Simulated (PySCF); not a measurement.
# Dipole response of Li (lithium, neutral)

[He] 2s1, 2S determinant. Calculation: PySCF 2.14, in aug-cc-pCVTZ-DK with one added diffuse shell each of s, p, d, f type (8s7p5d3f, 75 functions); scalar relativity by spin-free X2C-1e. Coupled (time-dependent) response in atomic units; α is the mean over directions.

| method | mean α (bohr³) | C₆ (like pair) | S(−4) |
| --- | --- | --- | --- |
| UHF | 169.9 | 1478 | 37120 |
| PBE | 141.9 | 1127 | 26080 |
| PBE0 | 146.6 | 1183 | 27780 |

S(−4) is the Cauchy moment in α(ω) = α(0) + S(−4) ω² + …

Reference α: 164.1 bohr³ (recommended; Schwerdtfeger and Nagle, table of static dipole polarizabilities (2023 update)). Published C₆: 1392 (Chu and Dalgarno (2004); Tang, Norbeck and Certain (1976)).

α(iu) at UHF:

```tsv
u (hartree)	α(iu) (bohr³)
0	169.9
0.0500	110.1
0.100	54.02
0.200	18.33
0.300	8.990
0.500	3.587
0.750	1.742
1.00	1.060
1.50	0.5455
2.00	0.3500
3.00	0.1913
5.00	0.08789
```

A single London oscillator, α(iu) = α/(1 + u²/ω²), gives C₆ = (3/4) ω α². Matching the computed C₆ needs ω = 4 × 1478 / (3 × 169.9²) = 0.0683 hartree.
